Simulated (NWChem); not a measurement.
Species: ZnHOI; SMILES [I][Zn][OH]

```xyz
4

Zn    -0.2387     1.1670     0.0000
I      0.2439    -1.2045     0.0000
O     -0.7102     2.8759     0.0000
H      0.0213     3.5014     0.0000
```
Atoms are numbered in this order, from 1.

Results from NWChem. The geometry was optimised at PBE0/def2-SVP. No frequency run checked for a minimum. def2 effective core potentials on I; no spin-orbit coupling. Ions are spin-unrestricted doublets at the neutral geometry; other ion states weren't tried.

For level PBE/def2-SVP:

```
Property       Value
-------------  -----
−ε(HOMO) (eV)   6.21
```

### Question
How do the values read with level B3LYP/def2-SVP instead?

### Answer
- −ε(HOMO) (eV) = 7.28
